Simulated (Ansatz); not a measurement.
Cost and result for the atomization energy of `[GaH2][GaH2]` (6 atoms, 5 bonds).

The species carries charge 0 and has multiplicity 1. Correlated methods include outer-core shells of Ga, which these sets cover unevenly. Scalar relativity is left out up to krypton. The geometry is a stationary point of PBE0-D4/def2-TZVP. Program: Ansatz. All runs use 2 threads of an Arm Neoverse V2 on a shared host. Times are those of one run each, without the atoms' runs, and a repeat can differ threefold. Electronic energies, without spin–orbit coupling; frozen cores. CCSD(T)/CBS adds CCSD(T) − MP2 in def2-TZVPP to the MP2 limit, and its time is that of the two runs behind it. T1 = 0.014. With those shells the extrapolation isn't a true limit. B3LYP takes the VWN-RPA correlation (the form of Gaussian; ORCA's B3LYP/G).

CCSD(T)/CBS is a level of theory with its own doubt, some kJ/mol a heavy atom from the limit and from the frozen cores, so smaller differences don't rank the functionals.

```csv
level,functions,wall time,atomization (kJ/mol),difference from CCSD(T)/CBS,per bond
LDA (SPW92)/def2-TZVPP,152,0.85 s,1365.4,126.1,25.2
PBE-D4/def2-TZVPP (with forces),152,1.8 s,1192.2,-47.1,-9.4
PBE0-D4/def2-TZVPP,152,2 s,1201.0,-38.3,-7.7
BHLYP-D4/def2-TZVPP,152,2.2 s,1209.0,-30.3,-6.1
CAM-B3LYP-D4/def2-TZVPP,152,2.4 s,1225.9,-13.4,-2.7
B3LYP-D4/def2-TZVPP (with forces),152,2.8 s,1207.6,-31.7,-6.3
CCSD(T)/def2-SVP,84,2.8 s,1165.7,-73.6,-14.7
PBE-QIDH/def2-TZVPP,152,3.5 s,1221.1,-18.2,-3.6
ωB97X-V/def2-TZVPP,152,6 s,1244.2,4.9,1.0
B97M-V/def2-TZVPP,152,7 s,1257.3,18.0,3.6
MP2/def2-QZVPP,298,12 s,1207.9,-31.4,-6.3
CCSD(T)/def2-TZVPP,152,28 s,1231.4,-7.9,-1.6
CCSD(T)/CBS(def2),–,40 s,1239.3,0.0,0.0
```

From BLYP to BHLYP (50 % exact exchange), in def2-TZVPP and without D4, the atomization energy moves by +33.5 kJ/mol. At CCSD(T), def2-SVP lies −73.5 kJ/mol from the extrapolated value and def2-TZVPP −7.8 kJ/mol: correlation converges slowly with the basis, and small sets miss more of it in the bonded molecule than in its fragments. In def2-TZVPP, CCSD(T) changes the Hartree–Fock value by +321.2 kJ/mol (the triples alone add +8.1 kJ/mol) and MP2 by +292.6 kJ/mol; breaking electron pairs costs correlation energy, which Hartree–Fock lacks.
